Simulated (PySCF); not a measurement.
PySCF 2.14 output of a UHF calculation on a single atom or ion in aug-cc-pwCVDZ-PP with ECP60MDF, with scalar relativity through the core potential:

```
SCF conv_tol = 1e-09
number electrons alpha = 9  beta = 5
cycle= 1 E= -89.2385229772142  delta_E= -0.00402  |g|= 0.0215  |ddm|= 0.0492
cycle= 2 E= -89.2389519250865  delta_E= -0.000429  |g|= 0.00897  |ddm|= 0.0241
cycle= 3 E= -89.2391702384202  delta_E= -0.000218  |g|= 0.00496  |ddm|= 0.0228
cycle= 4 E= -89.2392916938265  delta_E= -0.000121  |g|= 0.000959  |ddm|= 0.0297
cycle= 5 E= -89.2392950345114  delta_E= -3.34e-06  |g|= 0.000266  |ddm|= 0.00498
cycle= 6 E= -89.2392951393734  delta_E= -1.05e-07  |g|= 3.48e-05  |ddm|= 0.000845
cycle= 7 E= -89.2392951403363  delta_E= -9.63e-10  |g|= 4.75e-06  |ddm|= 6.58e-05
converged SCF energy = -89.2392951403363  <S^2> = 6.0039979  2S+1 = 5.0015989
```

The run itself started from symmetry-adapted Hartree-Fock orbitals and held the occupation by maximum overlap, so the iterations belong to that start.

Task: Which element, charge and spin multiplicity is this?

Result: Os²⁺ (osmium, charge +2), multiplicity 5; the state was [Xe] 4f14 5d6, high-spin 5D determinant.

Energies and moments cover only the electrons outside the core potential. Spin-orbit coupling, absent here, splits the open shell strongly.
